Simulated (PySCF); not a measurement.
Identify the unknown among the candidates.

All candidates are C5H6O2.

- UV, strongest line: among the 6 lowest singlet transitions: S2 at 4.85 eV (256 nm, f = 0.094) [TDDFT PBE0/def2-SVPD]
- Triplet: lowest triplet excitation (Tamm–Dancoff): 3.12 eV [TDA PBE0/def2-SVPD]
- Rotational structure: rotational constants A, B, C: 4.622, 2.517, 1.664 GHz [GFN2-xTB]
- NMR, other nuclei: isotropic shieldings of nuclei other than C and H, by class: -270 (1 O), 227 (1 O) ppm [GIAO PBE0/pcSseg-1]
- 13C NMR: chemical shifts (computed TMS as zero) by class: 192.4 (1 C), 161.0 (1 C), 137.7 (1 C), 59.2 (1 C), 42.5 (1 C) ppm [GIAO PBE0/pcSseg-1]
- Dipole: 1.85 D [PBE0/def2-SVPD]

The electronic properties come from PySCF, for the isolated species, density fitting. Levels stand in brackets. Geometry: GFN2-xTB, one conformer, isolated molecule. NMR classes are plain means over equivalent atoms (diastereotopic ones count apart unless rotation or inversion swaps them), as if these changed places fast.

Question: Which candidate is it?
A. `C=CCC(=O)C=O`
B. `C=CC(=C)C(=O)O`
C. `C[C@H]1C=CC(=O)O1`
D. `COC1=CCC1=O`
E. `COc1ccoc1`

Answer: D. It is `COC1=CCC1=O`. Numbering: `[CH3:1][O:2][C:3]1=[CH:4][CH2:5][C:6]1=[O:7]`. Its formula, C5H6O2, gives 3 degrees of unsaturation: 1 ring and 2 π bonds in the structure found. 5 carbons fall into 5 classes; from least to most shielded: ketone carbonyl carbon [C6] (192.4 ppm), vinylic carbon bearing oxygen [C3] (161.0 ppm), alkene CH carbon [C4] (137.7 ppm), methoxy carbon [C1] (59.2 ppm), sp3 carbon next to a carbonyl [C5] (42.5 ppm). The other shieldings belong to: -270 ppm, ketone oxygen [O7]; 227 ppm, ether oxygen [O2]. The optimised geometry has point group Cs and is an asymmetric top.

The others, at the same levels:
- `C=CC(=C)C(=O)O` fails: its computed 13C shifts are 169.9 (1 C), 140.8 (1 C), 140.3 (1 C), 140.2 (1 C), 131.3 (1 C) ppm, rotational constant A is 4.118 GHz (against 4.622 GHz) and smallest rotational constant is 1.565 GHz (against 1.664 GHz).
- `C[C@H]1C=CC(=O)O1` fails: its computed 13C shifts are 175.5 (1 C), 164.9 (1 C), 131.2 (1 C), 81.7 (1 C), 22.6 (1 C) ppm, lowest triplet excitation (Tamm–Dancoff) is 4.11 eV (against 3.12 eV) and rotational constant A is 5.783 GHz (against 4.622 GHz).
- `COc1ccoc1` fails: its computed 13C shifts are 159.6 (1 C), 146.6 (1 C), 125.2 (1 C), 110.8 (1 C), 58.4 (1 C) ppm and rotational constant A is 7.696 GHz (against 4.622 GHz).
- `C=CCC(=O)C=O` fails: its computed 13C shifts are 202.9 (1 C), 197.6 (1 C), 139.1 (1 C), 125.7 (1 C), 46.7 (1 C) ppm, rotational constant A is 5.437 GHz (against 4.622 GHz) and smallest rotational constant is 1.274 GHz (against 1.664 GHz).

Each candidate is one conformer, not necessarily the lowest. The conformers computed, where there is a choice (atom-mapped SMILES and torsion angles):
- `[CH3:1][O:2][C:3]1=[CH:4][CH2:5][C:6]1=[O:7]`: C1–O2–C3–C4 180°
- `[CH2:1]=[CH:2][C:3](=[CH2:4])[C:5](=[O:6])[OH:7]`: C1–C2–C3–C4 180°, C2–C3–C5–O6 0°, H–O7–C5–C3 180°
- `[CH3:1][O:2][c:3]1[cH:4][cH:5][o:6][cH:7]1`: C1–O2–C3–C4 -178°
- `[CH2:1]=[CH:2][CH2:3][C:4](=[O:5])[CH:6]=[O:7]`: C1–C2–C3–C4 127°, C2–C3–C4–O5 7°, C3–C4–C6–O7 -5°
